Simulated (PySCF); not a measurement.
technetium atom (Tc), sextet (core potentials on Tc). Base run: PBE/def2-TZVP run with PySCF.

The PySCF input:
```python
from pyscf import gto, scf, dft

mol = gto.Mole()
mol.atom = '''
    Tc    0.000000    0.000000    0.000000
'''
mol.basis = 'def2-tzvp'
mol.ecp = {'Tc': 'def2-tzvp'}
mol.charge = 0
mol.spin = 5
mol.verbose = 4
mol.build()

mf = dft.UKS(mol)
mf.xc = 'pbe'
mf.kernel()
```

Each row names what was changed in the base input (with any setting that the change needs).

```
change                                                                            ΔE vs base (µEh)  <S^2>               outcome
--------------------------------------------------------------------------------  ----------------  -----  --------------------
base                                                                                           0.0  8.757             converged
diis = off; damp = 0.6 (with mf.diis_start_cycle = 200; with mf.max_cycle = 150)                 -      -         not converged
DIIS = ADIIS                                                                                     -      -         not converged
diis_space = 4                                                                                 0.0  8.757             converged
diis_space = 2                                                                                   -      -         not converged
level_shift = 1.0 (with mf.max_cycle = 100)                                                      -      -         not converged
conv_tol = 1e-4                                                                               28.5  8.757             converged
solver = newton                                                                               4673  8.751  another SCF solution
conv_tol = 1e-6                                                                                0.0  8.757             converged
DIIS = EDIIS                                                                                     -      -         not converged
level_shift = 0.5 (with mf.max_cycle = 100)                                                      -      -         not converged
diis_space = 20                                                                                0.0  8.757             converged
init_guess = vsap                                                                                -      -         input refused
```

A guess, shift, damping, solver or small numerical setting can't move a converged solution much, so rows marked as another SCF solution ended in a different state.

Open shells are given as the SCF converged; they aren't shown to be the lowest states, and a large step between rows can be another state.

- init_guess = vsap: ended with `AssertionError: ECP or PP not supported`
